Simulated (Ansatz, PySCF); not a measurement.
Isomers of CH2O: 1 is O=C, 2 is [CH]O; one conformer of each (the lowest of an xTB search), B3LYP-D3(BJ)/def2-TZVP minima.
Isomer 1 (charge 0, multiplicity 1):
```json
[
 {"atom": "C", "x (Å)": "-0.0059", "y (Å)": "0.0006", "z (Å)": "0.0000"},
 {"atom": "O", "x (Å)": "1.1868", "y (Å)": "-0.1212", "z (Å)": "-0.0037"},
 {"atom": "H", "x (Å)": "-0.4951", "y (Å)": "0.9942", "z (Å)": "0.0030"},
 {"atom": "H", "x (Å)": "-0.6858", "y (Å)": "-0.8736", "z (Å)": "0.0006"}
]
```
Isomer 2 (charge 0, multiplicity 1):
```
atom    x (Å)    y (Å)    z (Å)
----  -------  -------  -------
C      0.6264   0.5495  -0.0042
O     -0.6718   0.4240   0.0102
H      1.0628  -0.4820  -0.0152
H     -1.0175  -0.4915   0.0092
```

No zero-point or thermal terms.

Correlated levels freeze the cores. CBS: X⁻³ extrapolation of the correlation energy, Hartree–Fock from the larger set. Rows in 6-31G* carry no dispersion term and start afresh at each structure (6-31G* with six Cartesian d functions).

Codes used: Ansatz (a program for electronic structure) with Gaussian orbitals; PySCF for 6-31G* rows, the dispersion terms. Values without a source in brackets are computed.

```json
[
 {"level": "PBE/def2-TZVPP", "electronic energy of isomer 2 less that of isomer 1 (kcal/mol)": "58.05"},
 {"level": "BP86/6-31G*", "electronic energy of isomer 2 less that of isomer 1 (kcal/mol)": "[?]"},
 {"level": "PBE0-D4/def2-TZVPP", "electronic energy of isomer 2 less that of isomer 1 (kcal/mol)": "57.83"},
 {"level": "CAM-B3LYP-D3(BJ)/def2-TZVPP", "electronic energy of isomer 2 less that of isomer 1 (kcal/mol)": "57.05"},
 {"level": "CAM-B3LYP-D4/def2-TZVPP", "electronic energy of isomer 2 less that of isomer 1 (kcal/mol)": "57.05"},
 {"level": "wB97X-V/def2-TZVPP", "electronic energy of isomer 2 less that of isomer 1 (kcal/mol)": "56.46"},
 {"level": "MP2/cc-pVDZ", "electronic energy of isomer 2 less that of isomer 1 (kcal/mol)": "[?]"},
 {"level": "CCSD/cc-pVQZ", "electronic energy of isomer 2 less that of isomer 1 (kcal/mol)": "56.12"},
 {"level": "CCSD(T)/CBS(cc-pVTZ, cc-pVQZ)", "electronic energy of isomer 2 less that of isomer 1 (kcal/mol)": "56.62"}
]
```

Fill in the missing entries.


- BP86/6-31G*, electronic energy of isomer 2 less that of isomer 1 (kcal/mol): 62.50
- MP2/cc-pVDZ, electronic energy of isomer 2 less that of isomer 1 (kcal/mol): 61.06
